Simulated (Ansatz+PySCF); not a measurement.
A calculation with PySCF 2.14.0.

```python
from pyscf import gto, scf, cc

mol = gto.M(atom="""
C 0.000000 0.000000 1.690000
Be 0.000000 0.000000 0.000000
C 0.000000 0.000000 -1.690000
""", basis='sto-3g', charge=0, spin=0)
mf = scf.RHF(mol)
mf.kernel()
mycc = cc.CCSD(mf, frozen=3).run()
et = mycc.ccsd_t()
print(mf.e_tot, mycc.e_corr, et, mycc.e_tot + et)
```

The script is written out from the run's settings.

Results

```
Converged                       : yes
Reference energy                : -88.74497 hartree
CCSD correlation energy         : -0.18395 hartree
Triples correction              : -0.01140 hartree
Total energy                    : -88.94031 hartree
Spin squared of the determinant : 0.000
```

Caution: large amplitudes, a single reference is doubtful; an unrestricted determinant lies well below.
